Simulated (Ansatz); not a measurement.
The same ligand exchange along the group F, Cl, Br.

Computed with Ansatz on PBE0-D4/def2-TZVP structures; ΔE is electronic, products minus reactants. CCSD(T)/CBS adds triple-zeta CCSD(T) − MP2 to the extrapolated MP2 energy (def2 sets, frozen cores). This one scheme is used for every species. Functionals use def2-TZVPP. For Br, Se outer-core shells are correlated without core-valence functions, which leaves a few kJ/mol of doubt a bond. Scalar relativity is left out up to krypton. Each species was taken in one conformer, which may not be the lowest.

```tsv
reaction	r2SCAN-D4 (kJ/mol)	PBE-D4 (kJ/mol)	B97M-V (kJ/mol)	CCSD(T)/CBS(def2) (kJ/mol)
`[OH][Al]([OH])[F]` + H₂Se → `[OH][Al]([OH])[SeH]` + H–F	68	59	77	63
`[OH][Al]([OH])[Cl]` + H₂Se → `[OH][Al]([OH])[SeH]` + HCl	48	42	55	45
`[OH][Al]([OH])[Br]` + H₂Se → `[OH][Al]([OH])[SeH]` + HBr	47	42	50	46
```

Largest T1 diagnostic: 0.012, for `[OH][Al]([OH])[F]`.
